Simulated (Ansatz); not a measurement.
Relaxation of BF2H3O (7 atoms, charge 0, multiplicity 1), to a largest force component of 0.03 eV/Å in at most 50 steps.

Level of theory: Ansatz, RKS PBE/def2-SVP.

```xyz
7
Properties=species:S:1:pos:R:3
B 0.064 0.426 -0.410
O -0.002 0.003 2.155
H -0.934 -0.283 2.188
F 1.159 -0.178 -0.849
F -1.114 -0.149 -0.642
H 0.112 1.528 0.062
H -0.074 0.933 1.822
```

Q: Where does it end, and by what steps?

A: The forces met the threshold. After 14 steps the energy has fallen by 0.305 eV; O2 moved furthest, 0.51 Å.

```json
{"step": "0", "energy less start (eV)": "0.0000", "largest force component (eV/Å)": "0.563", "accepted": "yes"}
{"step": "1", "energy less start (eV)": "-0.0003", "largest force component (eV/Å)": "2.461", "accepted": "yes"}
{"step": "2", "energy less start (eV)": "0.0235", "largest force component (eV/Å)": "2.851", "accepted": "no"}
{"step": "3", "energy less start (eV)": "-0.1123", "largest force component (eV/Å)": "1.731", "accepted": "yes"}
{"step": "4", "energy less start (eV)": "-0.2045", "largest force component (eV/Å)": "0.441", "accepted": "yes"}
{"step": "5", "energy less start (eV)": "-0.2808", "largest force component (eV/Å)": "0.463", "accepted": "yes"}
{"step": "6", "energy less start (eV)": "-0.2943", "largest force component (eV/Å)": "0.278", "accepted": "yes"}
{"step": "7", "energy less start (eV)": "-0.2990", "largest force component (eV/Å)": "0.151", "accepted": "yes"}
{"step": "8", "energy less start (eV)": "-0.2993", "largest force component (eV/Å)": "0.199", "accepted": "yes"}
{"step": "9", "energy less start (eV)": "-0.3025", "largest force component (eV/Å)": "0.073", "accepted": "yes"}
{"step": "10", "energy less start (eV)": "-0.3035", "largest force component (eV/Å)": "0.061", "accepted": "yes"}
{"step": "11", "energy less start (eV)": "-0.3044", "largest force component (eV/Å)": "0.068", "accepted": "yes"}
{"step": "12", "energy less start (eV)": "-0.2660", "largest force component (eV/Å)": "1.238", "accepted": "no"}
{"step": "13", "energy less start (eV)": "-0.3045", "largest force component (eV/Å)": "0.083", "accepted": "yes"}
{"step": "14", "energy less start (eV)": "-0.3049", "largest force component (eV/Å)": "0.020", "accepted": "yes"}
```

```xyz
7
Properties=species:S:1:pos:R:3
B 0.038 0.421 -0.125
O 0.065 0.138 1.672
H -0.693 -0.474 1.796
F 1.068 -0.348 -0.545
F -1.210 -0.081 -0.395
H 0.171 1.640 -0.143
H -0.227 0.985 2.065
```

Whether the end is a true minimum wasn't checked by a vibrational analysis.

Time of the run: 25 s on 1 thread of Arm Neoverse V1, on a shared host, peak memory 0.13 GiB.
